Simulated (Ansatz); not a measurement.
F$_{3}$Sb (SMILES [F][Sb]([F])[F]), singlet, geometry from GFN2-xTB (core potentials on Sb), atoms displaced at random by about 0.02 Å a coordinate. Base run: PBE0/def2-SVP (Ansatz, a quantum-chemistry and plane-wave program).

The Ansatz input:
Ansatz 0.2 input:
```yaml
crystal:
  periodic: [false, false, false]
  atoms:
    - {symbol: Sb, position_ang: [-0.00614851, 0.02638152, 0.39771261]}
    - {symbol: F, position_ang: [-1.23987274, -0.92112391, -0.75032468]}
    - {symbol: F, position_ang: [-0.18347291, 1.56392727, -0.74868780]}
    - {symbol: F, position_ang: [1.42917328, -0.63686275, -0.75946838]}
basis:
  gaussian:
    orbitals: def2-SVP
hamiltonian:
  xc: pbe0
relax: {}
```

Variants of this job, named by their change:

| change | ΔE vs base (µEh) | optimiser steps | core-seconds (rough) |
|---|---|---|---|
| base | 0.0 | 5 | 20 |
| relax = f_tol: 0.1 | 0.0 | 5 | 20 |
| relax = max_displacement: 0.02 | 0.0 | 8 | 30 |
| relax = f_tol: 0.002 | 0.0 | 5 | 20 |
| relax = f_tol: 0.05 | 0.0 | 5 | 20 |
| relax = escape_saddle: false | 0.0 | 5 | 20 |
| relax = f_tol: 0.0005 | 0.0 | 6 | 20 |
